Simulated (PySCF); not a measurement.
C₂H₄N, SMILES CC#[NH+], charge +1.

Geometry: B3LYP-D3(BJ)/def2-TZVP. The isomer is the one that the SMILES or the coordinates give; other isomers of the formula were not compared.

Computed with CAM-B3LYP/def2-TZVPD in PySCF.

Symmetry labels are those of the subgroup Cs that the program uses (full group C3v).

Computed valence orbital energies around the gap with their symmetry:
| orbital | symmetry | energy (eV) |
|---|---|---|
| HOMO−7 | A' | -35.98 |
| HOMO−6 | A' | -30.02 |
| HOMO−5 | A' | -26.85 |
| HOMO−4 | A' | -21.96 |
| HOMO−3 | A' | -21.11 |
| HOMO−2 | A" | -21.11 |
| HOMO−1 | A' | -18.75 |
| HOMO | A" | -18.75 |
| LUMO | A' | -5.54 |
| LUMO+1 | A" | -5.54 |
| LUMO+2 | A' | -4.03 |
| LUMO+3 | A' | -3.14 |
